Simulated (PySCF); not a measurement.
# What settings do to a single point of Lu2S3

The sound run of Lu2S3 (singlet in the valence; each metal's 4f electrons, 14 of them, lie in its core potential, out of spins and levels) uses PySCF 2.14.0, RKS B3LYP, Lu lcecp-1-SVP with ECP60, S def2-SVP; non-relativistic Hamiltonian with scalar-relativistic core potentials where named; density fitting; no spin-orbit coupling, grid (50, 194), threshold 1e-8 Eh and 55 cycles, at the relaxed geometry:

```xyz
5

Lu   -0.3541   -0.4782    2.2929
Lu   -0.3541   -0.4782   -2.2929
S    -0.9883   -1.3346    0.0000
S     0.9945    1.3430    2.6913
S     0.9945    1.3430   -2.6913
```

There Lu1 has a Mulliken charge of 0.58 e and the dipole about the centre of mass is 11.39 D. Each run below changes one thing and starts from free metal ions and neutral atoms unless it says otherwise; with 55 cycles, smearing, a level shift and second-order steps follow where DIIS fails, and their cycles count. Energy shifts count from the sound run. On f atoms grids over 110 angular points are at least (60, 302).

| change | outcome | cycles | energy shift (eV) | largest force component (eV/Å) | charge on Lu1 (e) | dipole about the centre of mass (D) |
| --- | --- | --- | --- | --- | --- | --- |
| grid (30, 86) | converged | 11 | 0.0282 | 0.21 | 0.58 | 11.39 |
| start from a density of up to 30 smeared cycles (not counted) | converged | 9 | 0.0000 | 0.01 | 0.58 | 11.39 |

One further run converged with energy shift (eV) 0.78, largest force component (eV/Å) 2.98, charge on Lu1 (e) 0.49, dipole about the centre of mass (D) 10.84. Which change was it?
A. threshold 0.001
B. spin (2S) set to 3, limit 86 cycles
C. all coordinates × 0.94

C.

And the other changes listed?


| change | outcome | cycles | energy shift (eV) | largest force component (eV/Å) | charge on Lu1 (e) | dipole about the centre of mass (D) |
| --- | --- | --- | --- | --- | --- | --- |
| threshold 0.001 | converged | 6 | 0.0091 | 0.12 | 0.59 | 11.96 |
| spin (2S) set to 3, limit 86 cycles | refused | – | – | – | – | – |

Forces carry noise of the integration grid, about 0.01 to 0.03 eV/Å.

A frequency check found unstable modes (1, the lowest at -33 cm⁻¹), so the relaxed geometry is a saddle point, or these are noise. An lcecp potential fixes the number of 4f electrons, so in runs with it no electron can move into or out of that shell.
